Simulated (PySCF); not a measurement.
Spinor energies of Ta(64+) (tantalum, charge +64)

Start: [He] 2s2 2p5; 2p1/2 filled at m_j = -1/2, +1/2; 2p3/2 filled at m_j = -1/2, +1/2, +3/2. Calculated with PySCF 2.14 in an uncontracted even-tempered set (17 s from 48 bohr⁻², ratio 2.4; 13 p from 62 bohr⁻², ratio 2.4; 5 d from 220 bohr⁻², ratio 2.6; 4 f from 320 bohr⁻², ratio 2.6): generalised Hartree-Fock with the X2C-1e Hamiltonian and a Gaussian nucleus; one run each with spin-orbit coupling (SO) switched off, then screened by Boettger's factors.

```json
{"spinor shell": "1s1/2", "electrons": "2", "ε, spin-free (eV)": "-73763.7", "ε, screened SO (eV)": "-73735.6", "weight of nominal j (screened SO)": "1.000", "rms radius, screened SO (bohr)": "0.0211"}
{"spinor shell": "2s1/2", "electrons": "2", "ε, spin-free (eV)": "-17246.3", "ε, screened SO (eV)": "-17238.3", "weight of nominal j (screened SO)": "1.000", "rms radius, screened SO (bohr)": "0.0834"}
{"spinor shell": "2p1/2", "electrons": "2", "ε, spin-free (eV)": "-15878.4", "ε, screened SO (eV)": "-16821.3", "weight of nominal j (screened SO)": "1.000", "rms radius, screened SO (bohr)": "0.0707"}
{"spinor shell": "2p3/2", "electrons": "3", "ε, spin-free (eV)": "-15878.4", "ε, screened SO (eV)": "-15490.7", "weight of nominal j (screened SO)": "1.000", "rms radius, screened SO (bohr)": "0.0775"}
```

| quantity | spin-free | screened SO |
| --- | --- | --- |
| E (hartree) | -10154.43918 | -10182.22655 |
| M_J | 3/2 | 3/2 |
| ⟨J²⟩ | 3.750 | 3.750 |
| ⟨L²⟩ | 2.000 | 2.024 |
| ⟨S²⟩ | 0.750 | 0.774 |

Each row is a mean over spinors that exchange with the open shell spreads, by up to 63.588 eV (2s1/2).

Breit and QED terms are absent; they matter most for the inner s and p1/2 levels.

Densities and radii are taken from the X2C orbitals without a picture-change correction, which distorts them close to the nucleus.

Without spin-orbit coupling the j labels of p, d and f shells carry no meaning; the spin-free column gives the mean over the occupied spinors of each nl shell.
